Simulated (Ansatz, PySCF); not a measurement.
Bond stretch in InCl, singlet.

Levels: RKS-PBE = restricted PBE/def2-SVP, def2 effective core potentials past Kr (Ansatz, a first-principles code); UKS-PBE = unrestricted PBE/def2-SVP, def2 effective core potentials past Kr (Ansatz); RKS-r2SCAN = PySCF with restricted r2SCAN/def2-SVP, def2 effective core potentials past Kr; UCCSD(T) = PySCF 2.14.0 with CCSD(T) on UHF/def2-SVP, 9 core orbitals frozen, def2 effective core potentials past Kr.

Energies relative to the lowest point of each curve near equilibrium, in kcal/mol; the last columns give the difference from UCCSD(T):

```tsv
R / Å	RKS-PBE	UKS-PBE	RKS-r2SCAN	UCCSD(T)	RKS-PBE − UCCSD(T)	UKS-PBE − UCCSD(T)	RKS-r2SCAN − UCCSD(T)
1.80	125.8	125.8	123.6	126.6	-0.8	-0.8	-3.0
1.94	61.4	61.4	59.4	60.6	0.8	0.8	-1.2
2.03	36.1	36.1	34.4	34.9	1.2	1.2	-0.5
2.16	14.1	14.1	12.9	12.9	1.2	1.2	0.0
2.25	5.8	5.8	5.0	4.9	0.9	0.9	0.1
2.32	2.1	2.1	1.6	1.6	0.6	0.6	0.1
2.41	0.1	0.1	0.0	0.0	0.1	0.1	0.0
2.48	0.0	0.0	0.3	0.4	-0.4	-0.4	-0.1
2.54	0.7	0.7	1.3	1.5	-0.8	-0.8	-0.2
2.63	2.9	2.9	3.8	4.3	-1.4	-1.4	-0.5
2.80	9.0	9.0	10.7	11.7	-2.6	-2.6	-1.0
3.02	18.7	18.7	21.2	23.0	-4.2	-4.2	-1.8
3.25	29.1	29.1	32.3	35.0	-5.9	-5.9	-2.7
3.65	45.1	45.1	49.4	53.6	-8.5	-8.5	-4.2
3.98	55.8	55.8	60.7	66.3	-10.6	-10.6	-5.6
4.31	64.2	64.2	69.7	78.4	-14.2	-14.2	-8.7
4.82	73.7	73.3	79.7	—	—	—	—
5.25	79.2	78.1	85.3	—	—	—	—
5.87	84.3	82.3	90.5	—	—	—	—
6.47	87.2	84.4	93.5	—	—	—	—
7.26	89.4	85.8	—	—	—	—	—
```

RKS-PBE is furthest from UCCSD(T) at 4.31 (-14.2 kcal/mol, below); its mean absolute difference over the points is 3.4 kcal/mol.

UKS-PBE is furthest from UCCSD(T) at 4.31 (-14.2 kcal/mol, below); its mean absolute difference over the points is 3.4 kcal/mol.

RKS-r2SCAN is furthest from UCCSD(T) at 4.31 (-8.7 kcal/mol, below); its mean absolute difference over the points is 1.9 kcal/mol.

A dash means that the run gave no value there, or that the column was ended at a point which the program doubted or which failed a test of continuity chosen for this set; such a test can also cut sound points.

The restricted form behind RKS-PBE, RKS-r2SCAN keeps the bonding electrons paired and can't separate into open-shell fragments. The unrestricted determinant behind UKS-PBE is spin-contaminated at 4.82 to 7.26 Å (<S²> up to 0.6, against 0.00 for a pure singlet). The unrestricted determinant behind UCCSD(T) is spin-contaminated at 4.31 to 7.26 Å (<S²> up to 1.0, against 0.00 for a pure singlet).
